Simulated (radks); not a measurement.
Question: These are the eigenvalues of the occupied orbitals of an atom or ion with whole-number occupations (eV). Method: scalar-relativistic Kohn-Sham, MS2 meta-GGA, spin-polarised, spherical densities, finite nucleus; meta-GGA in the generalised Kohn-Sham scheme; Fermi nuclear charge, rms radius of each element as measured or else 0.836 A^(1/3) + 0.57 fm; computed with a radial shooting solver on a logarithmic mesh with Libxc functionals.

| orbital | eigenvalue |
|---|---|
| 1s up | -4466.491 |
| 1s down | -4466.107 |
| 2s up | -536.6763 |
| 2s down | -536.5316 |
| 2p up | -447.0635 |
| 2p down | -446.6265 |
| 3s up | -108.5860 |
| 3s down | -106.5106 |
| 3p up | -84.8250 |
| 3p down | -82.8824 |

Which element is it, and in what charge state? The configuration may be excited. Open shells, if any, are filled with parallel spins first.

Answer: Z = 21, scandium, charge +4: Sc4+ in [Ne] 3s2 3p5. The list shows which subshells hold electrons but not how many an open one holds; the 1s level, -164.14 hartree, gives Z - s = 18.1 by -(Z - s)^2/2, which with screening and relativity narrows Z to a few neighbours, and the depths of the outer levels then fix element, charge and occupations together.
